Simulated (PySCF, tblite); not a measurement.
Dissociation curve of SnS, singlet.

Levels of theory: GFN2-xTB, 300 K electronic temperature (tblite); RKS-PBE = restricted PBE/def2-SVP, def2 effective core potentials past Kr (PySCF 2.14.0); NEVPT2 = SC-NEVPT2 on CASSCF(10,8)/def2-SVP, all electrons correlated, def2 effective core potentials past Kr in PySCF; UCCSD = PySCF with CCSD on UHF/def2-SVP, 9 core orbitals frozen, def2 effective core potentials past Kr.

Energies are in kcal/mol, each relative to the lowest point of its own curve near equilibrium.

```csv
R / Å,GFN2-xTB,RKS-PBE,NEVPT2,UCCSD
1.77,166.7,111.3,115.0,109.7
1.88,71.6,55.6,57.3,53.3
1.99,25.8,23.3,23.8,21.0
2.06,11.0,11.2,11.4,9.4
2.16,1.3,2.1,2.2,1.2
2.20,0.0,0.5,0.5,0.0
2.28,0.3,0.0,0.0,0.4
2.35,2.9,1.8,1.8,3.4
2.45,9.2,6.9,6.8,9.9
2.56,18.2,14.7,14.5,19.1
2.75,36.5,30.9,30.1,36.3
2.96,57.5,49.4,47.3,53.4
3.33,90.9,78.4,72.1,74.9
3.62,110.6,96.3,85.3,86.0
3.96,125.7,112.3,94.4,89.6
4.41,136.7,127.0,—,91.7
4.83,—,135.8,—,92.7
5.43,—,143.3,—,93.5
5.95,—,146.9,—,93.8
6.67,—,149.4,—,94.0
7.73,—,—,—,94.0
8.85,—,—,—,94.1
```

A dash means that the run gave no value there, or that the column was ended at a point which the program doubted or which failed a test of continuity chosen for this set; such a test can also cut sound points.

The restricted form behind RKS-PBE keeps the bonding electrons paired and can't separate into open-shell fragments. The natural occupations jump between 3.62 and 3.96 Å in the active space behind NEVPT2. The unrestricted solution behind UCCSD changes between 2.96 and 3.33 Å, which can leave a kink. The unrestricted determinant behind UCCSD is spin-contaminated at 2.35 to 8.85 Å (<S²> up to 2.0, against 0.00 for a pure singlet).
